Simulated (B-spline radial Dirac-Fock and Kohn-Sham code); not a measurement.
# Mo⁴⁺ 3d5/2: cross section and angular parameters

System: molybdenum as Mo⁴⁺ in the configuration [Kr] 4d2; threshold 289.3 eV (orbital energy of the model). The computed values come from a radial atomic solver: Dirac-Hartree-Slater photoionisation with a Latter tail; cross sections with all multipoles, angular parameters from the dipole term and its interference with E2.

Input file task.json (cfg lists n, l and occupation; rrms is the nuclear radius in fm):

```json
{"items": [{
  "Z": 42,
  "q": 4,
  "cfg": [[1, 0, 2], [2, 0, 2], [2, 1, 6], [3, 0, 2], [3, 1, 6], [3, 2, 10], [4, 0, 2], [4, 1, 6], [4, 2, 2]],
  "A": 98,
  "rrms": 4.4091,
  "do": "xps",
  "hv": [54.4, 59.1, 94.2, 118.0, 149.0, 150, 185.0, 186.0, 187.0, 200, 215.0, 240.0, 333.0, 353.0, 369.0, 400, 445.0, 951.0, 1230.0, 1253.6, 1690.0, 2620.0, 2984.4, 5810.0, 9251.7, 9920.0, 11100.0, 11300.0, 12000, 15000]
}]}
```

Launch: `python xray2_run.py task.json out`

For linearly polarised light dσ/dΩ = σ/(4π) [1 + β P₂(cos θ) + (δ + γ cos²θ) sin θ cos φ], with θ from the polarisation vector and φ the angle between the beam and the projection of the electron momentum on the plane normal to the polarisation.

```
hν (eV)  σ (kb)      β       γ      δ
    333    2550  0.345  -0.033  0.004
    353    2450  0.438  -0.037  0.007
    369    2350  0.512  -0.039  0.009
    400    2110  0.640  -0.040  0.013
    445    1760  0.784  -0.035  0.017
    951       ?      ?       ?      ?
   1230     136  1.219   0.286  0.056
 1253.6     129  1.218   0.296  0.057
   1690    51.6  1.177   0.457  0.074
   2620    12.2  1.056   0.713  0.111
 2984.4    7.83  1.011   0.791  0.127
   5810   0.694  0.760   1.160  0.242
 9251.7   0.113  0.592   1.372  0.370
   9920  0.0856  0.569   1.399  0.393
  11100  0.0544  0.531   1.440  0.433
  11300  0.0505  0.525   1.446  0.439
  12000  0.0396  0.506   1.466  0.462
  15000  0.0157  0.435   1.528  0.556
```

Q: Give the values at 951 eV.

A: σ = 285 kb, β = 1.211, γ = 0.166, δ = 0.045.
